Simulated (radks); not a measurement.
Values are calculated unless marked as measured or tabulated.
Ionisation of the silicon ion Si3+, [Ne] 3s1, to Si4+, [Ne], under several functionals. Scalar-relativistic Kohn-Sham, spin-polarised, spherical densities, finite nucleus; open shells are filled with parallel spins first; a radial shooting solver on a logarithmic mesh with Libxc functionals.

functional                                        E(Si3+) (hartree)  Exc (hartree)  IE (eV)  -e(HOMO) (eV)  <r> HOMO (bohr)  IE error (eV)
AM05                                                     -286.84588      -18.90249   45.333         40.340            1.839         +0.191
XLYP                                                     -288.00666      -20.10009   46.029         40.461            1.832         +0.887
OLYP                                                     -287.90328      -20.01158   45.601         40.244            1.843         +0.459
SOGGA                                                    -287.12054      -19.18856   45.346         40.232            1.841         +0.204
PBEsol                                                   -287.20506      -19.27428   45.414         40.351            1.839         +0.272
revPBE                                                   -287.83204      -19.92262   45.544         40.345            1.842         +0.403
LDA (Slater exchange, Perdew-Zunger correlation)         -286.70437      -18.75436   45.628         40.498            1.834         +0.486

NIST Atomic Spectra Database: 45.142 eV (measured). Closest: AM05. The Delta-SCF values span 0.70 eV, the total energies 1.30 hartree. The highest occupied level is 3s.
